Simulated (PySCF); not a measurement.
**N²⁺ (nitrogen, charge +2) across methods**

[He] 2s1 2p2, high-spin 4P determinant (an excited configuration). Calculation: PySCF 2.14, in x2c-QZVPPall with one added diffuse shell each of s, p, d, f type (8s5p4d3f1g, 73 functions); the spin-free X2C one-electron Hamiltonian (Gaussian nucleus).

```json
{"method": "r2SCAN", "E (hartree)": "-52.7472", "mean ε 1s β (eV)": "-425.01", "mean ε 2s α (eV)": "-52.138", "mean ε 2p α (eV)": "-40.273", "Σ⟨r²⟩ (bohr²)": "4.796", "⟨S²⟩": "3.750"}
{"method": "M06-2X", "E (hartree)": "-52.7227", "mean ε 1s β (eV)": "-440.95", "mean ε 2s α (eV)": "-56.187", "mean ε 2p α (eV)": "-43.807", "Σ⟨r²⟩ (bohr²)": "4.828", "⟨S²⟩": "3.750"}
{"method": "PBE0", "E (hartree)": "-52.6982", "mean ε 1s β (eV)": "-430.88", "mean ε 2s α (eV)": "-53.945", "mean ε 2p α (eV)": "-41.939", "Σ⟨r²⟩ (bohr²)": "4.821", "⟨S²⟩": "3.750"}
{"method": "B3LYP", "E (hartree)": "-52.7386", "mean ε 1s β (eV)": "-429.44", "mean ε 2s α (eV)": "-53.128", "mean ε 2p α (eV)": "-41.330", "Σ⟨r²⟩ (bohr²)": "4.818", "⟨S²⟩": "3.750"}
{"method": "wB97X-V", "E (hartree)": "-52.7367", "mean ε 1s β (eV)": "-432.03", "mean ε 2s α (eV)": "-56.394", "mean ε 2p α (eV)": "-44.325", "Σ⟨r²⟩ (bohr²)": "4.852", "⟨S²⟩": "3.750"}
{"method": "UHF", "E (hartree)": "-52.66035", "mean ε 1s β (eV)": "-461.41", "mean ε 2s α (eV)": "-62.620", "mean ε 2p α (eV)": "-49.016", "Σ⟨r²⟩ (bohr²)": "4.790", "⟨S²⟩": "3.750"}
{"method": "TPSSh", "E (hartree)": "-52.7550", "mean ε 1s β (eV)": "-427.39", "mean ε 2s α (eV)": "-52.540", "mean ε 2p α (eV)": "-40.604", "Σ⟨r²⟩ (bohr²)": "4.815", "⟨S²⟩": "3.750"}
{"method": "PBE", "E (hartree)": "-52.6822", "mean ε 1s β (eV)": "-420.44", "mean ε 2s α (eV)": "-50.914", "mean ε 2p α (eV)": "-39.441", "Σ⟨r²⟩ (bohr²)": "4.843", "⟨S²⟩": "3.750"}
{"method": "LDA", "E (hartree)": "-52.2688", "mean ε 1s β (eV)": "-417.16", "mean ε 2s α (eV)": "-50.610", "mean ε 2p α (eV)": "-39.280", "Σ⟨r²⟩ (bohr²)": "4.871", "⟨S²⟩": "3.750"}
```
